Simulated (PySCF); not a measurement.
Vertical excitations of a molecule C2H10ClNSi2 from TDA-ωB97X/def2-SVPD (PySCF), as energy in eV (oscillator strength): 6.39 (0.005), 6.83 (0.016), 7.14 (0.005), 7.55 (0.083), 7.93 (0.092), 7.99 (0.005). Lowest triplet (TDA): 6.17 eV. Geometry optimised at PBE0-D3(BJ)/def2-SVP. The values are those of a single conformer.

**Question.** Pick the molecule that these values belong to.
A) CN[Si@@H](Cl)[SiH2]C
B) C[Si@H](Cl)[C@H](N)[SiH3]
C) [SiH3]CNC[SiH2]Cl
D) C[SiH2]N(C)[SiH2]Cl

**Answer.** B, C[Si@H](Cl)[C@H](N)[SiH3]
